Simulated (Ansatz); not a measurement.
Stepwise reaction of `F[Si](F)(Cl)Cl` with hydrogen, as a gas-phase model of exchange steps in deposition or etching. ΔE in kJ/mol; ΔG adds harmonic PBE0-D4 terms to CCSD(T)/CBS, at 1 bar.

Computed with Ansatz on PBE0-D4/def2-TZVP structures; ΔE is electronic, products minus reactants. CCSD(T)/CBS is the MP2 limit (def2-TZVPP, def2-QZVPP) plus CCSD(T) − MP2 in def2-TZVPP, frozen cores. This one scheme is used for every species. Functionals use def2-TZVPP. B3LYP here is the variant with VWN-RPA as its local correlation; programs differ in this.

```tsv
step	reaction	PBE-D4	B3LYP-D4	ωB97M-V	CCSD(T)/CBS	ΔG(500 K)
1	`F[Si](F)(Cl)Cl` + H₂ → `F[SiH](F)Cl` + HCl	73.6	71.1	74.1	71.5	62.1
2	`F[SiH](F)Cl` + H₂ → `F[SiH2]F` + HCl	88.2	85.2	88.3	85.9	82.4
```

Task: By hand: ΔE of the 2 steps together at CCSD(T)/CBS.

Result: (71.5) + (85.9) = 157.4 kJ/mol, or 78.7 kJ/mol a step.

In ΔE each step is higher than the one before. All are uphill at CCSD(T)/CBS. ΔG lies between 62.1 and 82.4 kJ/mol a step. PBE-D4 differs from CCSD(T)/CBS by 2.1 to 2.3 kJ/mol a step. Isolated molecules leave out the surface, adducts and barriers. Largest T1 diagnostic: 0.012.
